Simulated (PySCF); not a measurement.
PySCF 2.14 output of an unrestricted M06-2X calculation on a single atom or ion in cc-pVDZ-DK, with scalar relativity by spin-free X2C-1e:

```
SCF conv_tol = 1e-09
number electrons alpha = 15  beta = 12
    Y. Zhao and D. G. Truhlar.,  Theor. Chem. Acc. 120, 215 (2008)
    Y. Zhao and D. G. Truhlar.,  Theor. Chem. Acc. 120, 215 (2008)
cycle= 1 E= -1393.25356841776  delta_E= -0.00359  |g|= 0.0328  |ddm|= 0.204
cycle= 2 E= -1393.25363755376  delta_E= -6.91e-05  |g|= 0.0336  |ddm|= 0.107
cycle= 3 E= -1393.25389364067  delta_E= -0.000256  |g|= 0.00359  |ddm|= 0.0459
cycle= 4 E= -1393.25390193012  delta_E= -8.29e-06  |g|= 0.000454  |ddm|= 0.0146
cycle= 5 E= -1393.25390220934  delta_E= -2.79e-07  |g|= 4.9e-05  |ddm|= 0.00247
cycle= 6 E= -1393.25390221189  delta_E= -2.54e-09  |g|= 5.61e-06  |ddm|= 0.000266
cycle= 7 E= -1393.25390221191  delta_E= -2.48e-11  |g|= 1.29e-06  |ddm|= 3.06e-05
converged SCF energy = -1393.25390221191  <S^2> = 3.756839  2S+1 = 4.0034181
```

The run itself started from symmetry-adapted Hartree-Fock orbitals and held the occupation by maximum overlap, on a logarithmic radial grid, so the iterations belong to that start.

Task: Which element, charge and spin multiplicity is this?

Result: Co (cobalt, neutral), multiplicity 4; the state was [Ar] 3d7 4s2, high-spin 4F determinant.
